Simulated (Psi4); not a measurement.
Input file for Psi4: SAPT0/jun-cc-pV(D+d)Z on C2H5NS (a complex), monomers drawn apart or pushed together.

```
memory 2025 MB

molecule dimer {
0 1
S     0.50697014   -0.18187352   -0.86164302
H     0.38928504    0.06576997    0.45635031
H     0.82500026    1.09216337   -1.13977519
--
0 1
C    -0.16867104    0.58977263    5.06205579
C     0.03101136    0.50424191    3.62481669
N     0.18845815    0.43596316    2.48921070
H     0.73985924    0.94935739    5.54551287
H    -0.98371332    1.27812085    5.28635430
H    -0.41654836   -0.39278381    5.46403114
units angstrom
symmetry c1
no_reorient
no_com
}

set {
  basis jun-cc-pV(D+d)Z
  scf_type df
  freeze_core true
}

energy('sapt0')
```

Output:

```
[...]
==> Input File <==

--------------------------------------------------------------------------
memory 2025 MB

molecule dimer {
0 1
S     0.50697014   -0.18187352   -0.86164302
H     0.38928504    0.06576997    0.45635031
H     0.82500026    1.09216337   -1.13977519
--
0 1
C    -0.16867104    0.58977263    5.06205579
C     0.03101136    0.50424191    3.62481669
N     0.18845815    0.43596316    2.48921070
H     0.73985924    0.94935739    5.54551287
H    -0.98371332    1.27812085    5.28635430
H    -0.41654836   -0.39278381    5.46403114
units angstrom
symmetry c1
no_reorient
no_com
}

set {
  basis jun-cc-pV(D+d)Z
  scf_type df
  freeze_core true
}

energy('sapt0')
--------------------------------------------------------------------------


   => Loading Basis Set <=

    Name: JUN-CC-PV(D+D)Z
    Role: ORBITAL
    Keyword: BASIS
    atoms 1        entry S          line   698 file jun-cc-pv_dpd_z.gbs
    atoms 2-3, 7-9 entry H          line    60 file jun-cc-pv_dpd_z.gbs
    atoms 4-5      entry C          line   188 file jun-cc-pv_dpd_z.gbs
    atoms 6        entry N          line   222 file jun-cc-pv_dpd_z.gbs

   => Loading Basis Set <=

    Name: JUN-CC-PV(D+D)Z
    Role: ORBITAL
    Keyword: BASIS
    atoms 1        entry S          line   698 file jun-cc-pv_dpd_z.gbs
    atoms 2-3, 7-9 entry H          line    60 file jun-cc-pv_dpd_z.gbs
    atoms 4-5      entry C          line   188 file jun-cc-pv_dpd_z.gbs
    atoms 6        entry N          line   222 file jun-cc-pv_dpd_z.gbs


  //>>>>>>>>>>>>>>>>>>>>>>>>>>>>>>>>>>>//
  //              Dimer HF             //
  //<<<<<<<<<<<<<<<<<<<<<<<<<<<<<<<<<<<//

   => Libint2 <=

    Primary   basis highest AM E, G, H:  7, 6, 3
    Auxiliary basis highest AM E, G, H:  7, 7, 4
    Onebody   basis highest AM E, G, H:  -, -, -
    Solid Harmonics ordering:            Gaussian


   => Loading Basis Set <=

    Name: JUN-CC-PV(D+D)Z
    Role: ORBITAL
    Keyword: BASIS
    atoms 1        entry S          line   698 file jun-cc-pv_dpd_z.gbs
    atoms 2-3, 7-9 entry H          line    60 file jun-cc-pv_dpd_z.gbs
    atoms 4-5      entry C          line   188 file jun-cc-pv_dpd_z.gbs
    atoms 6        entry N          line   222 file jun-cc-pv_dpd_z.gbs


         ---------------------------------------------------------
                                   SCF
               by Justin Turney, Rob Parrish, Andy Simmonett
                          and Daniel G. A. Smith
                              RHF Reference
                        1 Threads,   1931 MiB Core
         ---------------------------------------------------------

  ==> Geometry <==

    Molecular point group: c1
    Full point group: C1

    Geometry (in Angstrom), charge = 0, multiplicity = 1:

       Center              X                  Y                   Z               Mass
    ------------   -----------------  -----------------  -----------------  -----------------
         S            0.506970140000    -0.181873520000    -0.861643020000    31.972071174400
         H            0.389285040000     0.065769970000     0.456350310000     1.007825032230
         H            0.825000260000     1.092163370000    -1.139775190000     1.007825032230
         C           -0.168671040000     0.589772630000     5.062055790000    12.000000000000
         C            0.031011360000     0.504241910000     3.624816690000    12.000000000000
         N            0.188458150000     0.435963160000     2.489210700000    14.003074004430
         H            0.739859240000     0.949357390000     5.545512870000     1.007825032230
         H           -0.983713320000     1.278120850000     5.286354300000     1.007825032230
         H           -0.416548360000    -0.392783810000     5.464031140000     1.007825032230

  Running in c1 symmetry.

  Rotational constants: A =      1.16291  B =      0.02472  C =      0.02445 [cm^-1]
  Rotational constants: A =  34863.09230  B =    741.12626  C =    733.06985 [MHz]
  Nuclear repulsion =  118.548307201985494

  Charge       = 0
  Multiplicity = 1
  Electrons    = 40
  Nalpha       = 20
  Nbeta        = 20

  ==> Algorithm <==

  SCF Algorithm Type is DF.
  DIIS enabled.
  MOM disabled.
  Fractional occupation disabled.
  Guess Type is SAD.
  Energy threshold   = 1.00e-08
  Density threshold  = 1.00e-08
  Integral threshold = 1.00e-12

  ==> Primary Basis <==

  Basis Set: JUN-CC-PV(D+D)Z
    Blend: JUN-CC-PV(D+D)Z
    Number of shells: 50
    Number of basis functions: 106
    Number of Cartesian functions: 111
    Spherical Harmonics?: true
    Max angular momentum: 2

   => Loading Basis Set <=

    Name: (JUN-CC-PV(D+D)Z AUX)
    Role: JKFIT
    Keyword: DF_BASIS_SCF
    atoms 1        entry S          line   666 file jun-cc-pvdz-jkfit.gbs
    atoms 2-3, 7-9 entry H          line    70 file jun-cc-pvdz-jkfit.gbs
    atoms 4-5      entry C          line   146 file jun-cc-pvdz-jkfit.gbs
    atoms 6        entry N          line   202 file jun-cc-pvdz-jkfit.gbs

  ==
[...]
Energy =             58.7092161992397834
    One-Electron Energy =                -293.5371149866256246
    Two-Electron Energy =                 102.8863519770528683
    Total Energy =                       -131.9415468103329658

Computation Completed


Properties will be evaluated at   0.000000,   0.000000,   0.000000 [a0]

Properties computed using the SCF density matrix


 Multipole Moments:

 ------------------------------------------------------------------------------------
     Multipole            Electronic (a.u.)      Nuclear  (a.u.)        Total (a.u.)
 ------------------------------------------------------------------------------------

 L = 1.  Multiply by 2.5417464519 to convert [e a0] to [Debye]
 Dipole X            :          0.0873210           -0.3158743           -0.2285533
 Dipole Y            :        -21.5403189           21.6383540            0.0980351
 Dipole Z            :       -160.5714095          162.2171295            1.6457200
 Magnitude           :                                                    1.6644043

 ------------------------------------------------------------------------------------

  Constructing Basis Sets for SAPT...

   => Loading Basis Set <=

    Name: (JUN-CC-PV(D+D)Z AUX)
    Role: RIFIT
    Keyword: DF_BASIS_SAPT
    atoms 1        entry S          line   488 file jun-cc-pvdz-ri.gbs
    atoms 2-3, 7-9 entry H          line    30 file jun-cc-pvdz-ri.gbs
    atoms 4-5      entry C          line   100 file jun-cc-pvdz-ri.gbs
    atoms 6        entry N          line   144 file jun-cc-pvdz-ri.gbs

   => Loading Basis Set <=

    Name: (JUN-CC-PV(D+D)Z AUX)
    Role: JKFIT
    Keyword: DF_BASIS_ELST
    atoms 1        entry S          line   666 file jun-cc-pvdz-jkfit.gbs
    atoms 2-3, 7-9 entry H          line    70 file jun-cc-pvdz-jkfit.gbs
    atoms 4-5      entry C          line   146 file jun-cc-pvdz-jkfit.gbs
    atoms 6        entry N          line   202 file jun-cc-pvdz-jkfit.gbs


  //>>>>>>>>>>>>>>>>>>>>>>>>>>>>>>>>>>>//
  //               SAPT0               //
  //<<<<<<<<<<<<<<<<<<<<<<<<<<<<<<<<<<<//



        SAPT0
    Ed Hohenstein
     6 June 2009

      Orbital Information
  --------------------------
    NSO        =       106
    NMO        =       106
    NRI        =       350
    NRI (Elst) =       473
    NOCC A     =         9
    NOCC B     =        11
    FOCC A     =         5
    FOCC B     =         3
    NVIR A     =        97
    NVIR B     =        95

    Elst10,r            =    -0.010011594646 [Eh]
    Exch10              =     0.013970533661 [Eh]
    Exch10 (S^2)        =     0.013810608911 [Eh]

    Maxiter = 50
    CPHF R converge = 1.000000E-08

    Iter     Energy [mEh]          dE [mEh]         Residual      Time [s]
       1      -2.08366490       2.083664902     6.893478e-03             0
       2      -2.32122663       0.237561729     2.231911e-03             0
       3      -2.37904096       0.057814332     3.205481e-04             0
       4      -2.37027726      -0.008763707     6.851426e-05             0
       5      -2.37074470       0.000467443     1.671914e-05             0
       6      -2.37093019       0.000185494     3.239995e-06             0
       7      -2.37089138      -0.000038810     7.020302e-07             0
       8      -2.37089340       0.000002013     1.989146e-07             0
       9      -2.37089452       0.000001122     3.672446e-08             0
      10      -2.37089423      -0.000000284     8.892461e-09             0

    CHF Iterations converged

    Maxiter = 50
    CPHF R converge = 1.000000E-08

    Iter     Energy [mEh]          dE [mEh]         Residual      Time [s]
       1      -1.55744088       1.557440879     9.372874e-03             0
       2      -1.76553273       0.208091855     4.508429e-03             0
       3      -1.96768328       0.202150543     6.858125e-04             0
       4      -1.96167192      -0.006011358     1.766040e-04             0
       5      -1.95940817      -0.002263753     3.938837e-05             0
       6      -1.95983958       0.000431411     1.538834e-05             0
       7      -1.95984845       0.000008872     8.048307e-06             0
       8      -1.95979445      -0.000054001     2.423330e-06             0
       9      -1.95979832       0.000003874     8.947632e-07             0
      10      -1.95980187       0.000003546     1.842588e-07             0
      11      -1.95980069      -0.000001176     4.336831e-08             0
      12      -1.95980086       0.000000165     9.200220e-09             0

    CHF Iterations converged

    Ind20,r (A<-B)      =    -0.002370894233 [Eh]
    Ind20,r (B<-A)      =    -0.001959800856 [Eh]
    Ind20,r             =    -0.004330695089 [Eh]
    Exch-Ind20,r (A<-B) =     0.001414108439 [Eh]
    Exch-Ind20,r (B<-A) =     0.000959085365 [Eh]
    Exch-Ind20,r        =     0.002373193804 [Eh]
    Disp20              =    -0.004276437563 [Eh]
    Disp20 (SS)         =    -0.002138218781 [Eh]
    Disp20 (OS)         =    -0.002138218781 [Eh]
    Exch-Disp20         =     0.000748033474 [Eh]
    Exch-Disp20 (SS)    =     0.000391458858 [Eh]
    Exch-Disp20 (OS)    =     0.000356574616 [Eh]

    SAPT Results
  --------------------------------------------------------------------------------------------------------
    Electrostatics                -10.01159465 [mEh]      -6.28237049 [kcal/mol]     -26.28543812 [kJ/mol]
      Elst10,r                    -10.01159465 [mEh]      -6.28237049 [kcal/mol]     -26.28543812 [kJ/mol]

    Exchange                       13.97053366 [mEh]       8.76664223 [kcal/mol]      36.67963107 [kJ/mol]
      Exch10                       13.97053366 [mEh]       8.76664223 [kcal/mol]      36.67963107 [kJ/mol]
      Exch10(S^2)                  13.81060891 [mEh]       8.66628793 [kcal/mol]      36.25974870 [kJ/mol]

    Induction                      -3.90098728 [mEh]      -2.44790648 [kcal/mol]     -10.24204070 [kJ/mol]
      Ind20,r                      -4.33069509 [mEh]      -2.71755220 [kcal/mol]     -11.37023839 [kJ/mol]
      Exch-Ind20,r                  2.37319380 [mEh]       1.48920160 [kcal/mol]       6.23081947 [kJ/mol]
      delta HF,r (2)               -1.94348600 [mEh]      -1.21955587 [kcal/mol]      -5.10262178 [kJ/mol]

    Dispersion                     -3.52840409 [mEh]      -2.21410699 [kcal/mol]      -9.26382366 [kJ/mol]
      Disp20                       -4.27643756 [mEh]      -2.68350508 [kcal/mol]     -11.22778527 [kJ/mol]
      Exch-Disp20                   0.74803347 [mEh]       0.46939809 [kcal/mol]       1.96396162 [kJ/mol]
      Disp20 (SS)                  -2.13821878 [mEh]      -1.34175254 [kcal/mol]      -5.61389264 [kJ/mol]
      Disp20 (OS)                  -2.13821878 [mEh]      -1.34175254 [kcal/mol]      -5.61389264 [kJ/mol]
      Exch-Disp20 (SS)              0.39145886 [mEh]       0.24564414 [kcal/mol]       1.02777509 [kJ/mol]
      Exch-Disp20 (OS)              0.35657462 [mEh]       0.22375395 [kcal/mol]       0.93618653 [kJ/mol]

  Total HF                          0.05795173 [mEh]       0.03636526 [kcal/mol]       0.15215225 [kJ/mol]
  Total SAPT0                      -3.47045236 [mEh]      -2.17774173 [kcal/mol]      -9.11167140 [kJ/mol]

  Special recipe for scaled SAPT0 (see Manual):
    Electrostatics sSAPT0         -10.01159465 [mEh]      -6.28237049 [kcal/mol]     -26.28543812 [kJ/mol]
    Exchange sSAPT0                13.97053366 [mEh]       8.76664223 [kcal/mol]      36.67963107 [kJ/mol]
    Induction sSAPT0               -3.81758524 [mEh]      -2.39557091 [kcal/mol]     -10.02306867 [kJ/mol]
    Dispersion sSAPT0              -3.50211567 [mEh]      -2.19761076 [kcal/mol]      -9.19480342 [kJ/mol]
  Total sSAPT0                     -3.36076189 [mEh]      -2.10890993 [kcal/mol]      -8.82367914 [kJ/mol]
  --------------------------------------------------------------------------------------------------------



*** Psi4 exiting successfully. Buy a developer a beer!
```

The run finished.

Cost: around 10 core-seconds (rough).
